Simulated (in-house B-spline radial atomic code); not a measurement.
# Binding energies in the samarium ion Sm¹⁴⁺

NIST's tabulated ground configuration is [Kr] 4d10 4f1 5s1; each binding energy is the energy of the ion with one electron taken from that subshell, relaxed, less that of the parent. Level of theory: Dirac-Hartree-Fock, average of configuration, Fermi nucleus of rms radius 5.0819 fm; calculated with a radial B-spline atomic code at the basis-set limit. Energies include first-order Breit, QED and recoil terms.

```
subshell  X-ray name  binding energy (eV)  -ε (eV)  relaxation (eV)
   2p1/2          L2               7618.5   7676.9             36.8
   2p3/2          L3               7022.9   7072.5             34.8
   3p1/2          M2               1853.2   1869.8             12.8
   3p3/2          M3               1730.3   1744.7             12.0
   3d3/2          M4               1414.8   1430.0             14.0
   3d5/2          M5               1388.9   1403.3             13.7
   4p1/2          N2                573.9    577.2              2.5
   4p3/2          N3                545.2    547.9              2.2
   4d3/2          N4                421.4    423.7              2.1
   4d5/2          N5                416.1    418.2              2.0
      4f        N6,7                280.4    282.0              1.7
      5s          O1                272.9    273.3              0.2
```

Relaxation = -ε minus the binding energy without Breit, QED and recoil terms.

Emission lines follow as differences of binding energies, with λ = 12398.42 eV·Å / E:

| line | holes | energy (eV) | wavelength (Å) |
| --- | --- | --- | --- |
| L3-M5 | 2p3/2 → 3d5/2 | 5634.0 | 2.2006 |
| L2-M4 | 2p1/2 → 3d3/2 | 6203.7 | 1.9986 |
| L2-N4 | 2p1/2 → 4d3/2 | 7197.1 | 1.7227 |

Question: What does it cost to remove two 3d3/2 electrons?

Answer: 2907.1 eV, which is 77.57 eV more than the two single binding energies together.

Question: What does it cost to remove both a 4d3/2 and a 5s electron?

Answer: 718.38 eV, which is 24.14 eV more than the two single binding energies together.

Question: What does it cost to remove both a 3d5/2 and a 4f electron?

Answer: 1708.5 eV, which is 39.24 eV more than the two single binding energies together.
